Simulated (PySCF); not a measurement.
# Telling isomers of C8H8O3 apart by NMR

Method: structure optimised with GFN2-xTB, σ from GIAO-PBE0/pcSseg-1, in PySCF 2.14.0 with density-fitted response routines (a single conformation, non-relativistic Hamiltonian, in vacuum, averaged over atoms made equivalent by symmetry, fast rotation or ring inversion).

Referencing at the same level of theory: ¹H and ¹³C against TMS. Where no couplings were computed, multiplicities follow the n + 1 count of equivalent neighbours, and m marks all less simple cases (inequivalent or close neighbours, rings, F or P nearby). Shifts are as computed. Against solution values, carbons near 30 ppm lie about +3 ppm off and those near 130 ppm about +5 ppm. Of 1211 compounds with measured shifts, 218 miss one by over three times the rms of a fit or turn the order of signals round; such compounds aren't used in these exercises. OH and NH positions are gas-phase values without hydrogen bonding to other molecules.

(1) Tabulate the signals of `Cc1cccc(OC=O)c1O`, `C=CC1=CC[C@H](OC=O)C1=O` and their relative energies.

(2) What is the quickest way to tell Cc1cccc(OC=O)c1O from C=CC1=CC[C@H](OC=O)C1=O?

Results:

(1) 
| SMILES | carbon types | δC | δH | E rel. (kcal/mol) |
| --- | --- | --- | --- | --- |
| Cc1cccc(OC=O)c1O | 3×C 4×CH 1×CH3 | 164.3, 150.4, 146.2, 136.7, 135.0, 126.2, 123.3, 21.1 | 9.72 (br s, 1H), 8.15 (s, 1H), 7.45 (d, 1H), 7.29 (d, 1H), 7.02 (m, 1H), 2.47 (s, 3H) | 0.0 |
| C=CC1=CC[C@H](OC=O)C1=O | 2×C 4×CH 2×CH2 | 206.1, 166.3, 164.7, 144.8, 134.6, 130.9, 73.6, 37.4 | 8.29 (s, 1H), 7.51 (m, 1H), 7.38 (m, 1H), 6.69 (m, 1H), 6.32 (m, 1H), 5.88 (m, 1H), 3.05 (m, 1H), 2.79 (m, 1H) | 25.5 |

Energies are electronic energies at PBE0/pcSseg-1 on these geometries, without zero-point or thermal terms, each for the one conformer computed, which needn't be the lowest.

(2) Both give the same number of carbon signals, but DEPT or the intensities differ. The first has a methyl carbon on an aromatic ring (CH3) at 21.1 ppm, the second a terminal =CH2 carbon at 130.9 ppm. Their most deshielded carbons lie at 164.3 and 206.1 ppm.
